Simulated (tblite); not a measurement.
Species: C4H9ClO2Si2.
SMILES with atom numbers: `[CH2:1]=[CH:2][Si@:3]1([Cl:4])[O:5][CH2:6][CH2:7][SiH2:8][O:9]1` (hydrogens: H10, H11 on C1; H12 on C2; H13, H14 on C6; H15, H16 on C7; H17, H18 on Si8)

Cartesian coordinates in Å at the GFN2-xTB level; atoms count from 1:
```xyz
18
C4H9ClO2Si2 angstrom
C      3.521   -0.315   -0.012
C      2.284    0.056    0.273
Si     0.775   -0.513   -0.678
Cl     1.222   -1.849   -2.105
O      0.054    0.794   -1.312
C     -1.336    1.002   -1.433
C     -2.077    0.874   -0.103
Si    -1.834   -0.868    0.632
O     -0.279   -1.254    0.326
H      3.736   -0.979   -0.833
H      4.372    0.026    0.557
H      2.122    0.724    1.109
H     -1.744    0.288   -2.159
H     -1.446    2.012   -1.844
H     -3.125    1.111   -0.279
H     -1.686    1.630    0.580
H     -2.645   -1.851   -0.082
H     -1.923   -0.881    2.086
```

Calculated harmonic vibrations of the isolated species, GFN2-xTB (tblite), most abundant isotopes, no scaling. Errors from tens to a few hundred cm⁻¹ against measured bands are possible. Modes of hydrogen on silicon can be 10 to 20 % off. One conformer, not necessarily the lowest.

Harmonic wavenumbers (cm⁻¹): 40.8, 44.0, 73.9, 107.1, 146.9, 168.6, 199.9, 241.1, 272.7, 285.9, 380.0, 446.2, 496.3, 509.1, 534.7, 608.7, 652.9, 674.3, 720.5, 749.9, 760.5, 787.8, 814.3, 925.8, 972.5, 975.2, 1003.9, 1013.7, 1023.8, 1101.2, 1159.2, 1209.1, 1270.1, 1292.3, 1336.9, 1418.2, 1461.0, 1487.1, 1678.5, 2278.4, 2318.0, 2899.6, 2927.7, 2977.4, 3007.6, 3045.4, 3084.4, 3114.7.

A = 1563, B = 728.9, C = 700.1 MHz; mass 179.983 u (most abundant isotopes); point group C1, symmetry number 1.

**Question.** What is the zero-point energy?

**Answer.** ½Σν̃ = 27349 cm⁻¹ = 78.19 kcal/mol.

**Question.** What is S at 350 K and 1 bar for an ideal gas of classical rigid rotors and harmonic oscillators?

**Answer.** Translation 42.29, rotation 30.86, vibration 42.85: S = 116.0 cal/(mol K).

**Question.** And Cp and H(350 K) − H(0)?

**Answer.** Cp = 48.51 cal/(mol K), of which vibrations give 40.56 (their classical limit is 48 R = 95.4); H(350 K) − H(0) = 10.32 kcal/mol without the zero-point energy, 7.54 from vibrations.

**Question.** How do the functions run with temperature in this model?

**Answer.** 
| T (K) | S (cal/(mol K)) | Cp (cal/(mol K)) | H − H(0) (kcal/mol) | G − H(0) (kcal/mol) | ln q(vib) |
| --- | --- | --- | --- | --- | --- |
| 150 | 85.0 | 27.2 | 2.70 | -10.05 | 4.29 |
| 250 | 101.5 | 38.3 | 5.97 | -19.39 | 7.58 |
| 298.15 | 108.6 | 43.4 | 7.94 | -24.45 | 9.11 |
| 400 | 122.8 | 53.0 | 12.86 | -36.25 | 12.26 |
| 600 | 147.0 | 66.6 | 24.92 | -63.30 | 18.13 |
| 900 | 176.6 | 79.0 | 46.92 | -112.02 | 26.05 |

q(vib) and H(0) count from the zero-point level.

**Question.** Blend soft modes into free rotors: weight 1/[1 + (100 cm⁻¹/ν̃)⁴] for the oscillator and the rest for a rotor with moment μB/(μ + B), μ = h/(8π²ν), B = 10⁻⁴⁴ kg m². What vibrational entropy results?

**Answer.** 38.57 cal/(mol K) in place of 42.85, which changes −T·S at 350 K by +1.50 kcal/mol.

Hindered rotation and anharmonicity are outside this model. Other conformers, if any are populated, would add a mixing term that is left out. The structure is chiral; the term R ln 2 for an equal mix with its mirror image is left out.

Hardware: an Arm Neoverse N1 with one thread, no GPU, shared host. Cost: 1.7 s of wall time. The figure is for the frequency step alone.
